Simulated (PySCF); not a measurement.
Gas-phase reaction: Hg + F₂ = HgF₂

Energies from PySCF, thermal terms from the rigid-rotor harmonic-oscillator model, ideal gas at 1 bar. † marks an energy on the PBE0/def2-TZVP geometry and frequencies; other levels use their own. CCSD(T) freezes the core. All species are closed-shell singlets. Hg: scalar-relativistic def2 core potential, no spin-orbit coupling. CCSD(T) isn't extrapolated to the basis-set limit.

PBE0/def2-SVP† gives ΔH°(298 K) = -334 kJ.

Task: What do PBE0/def2-TZVP, M06-2X/def2-TZVP†, CCSD(T)/def2-TZVPP† give?

Result: PBE0/def2-TZVP: -357 kJ; M06-2X/def2-TZVP†: -362 kJ; CCSD(T)/def2-TZVPP†: -339 kJ. For scale, ΔH°(298 K) is -334 kJ at this level, -377 kJ at ωB97M-V/def2-TZVP†, and runs from -386 to -298 kJ over the 17 levels computed.
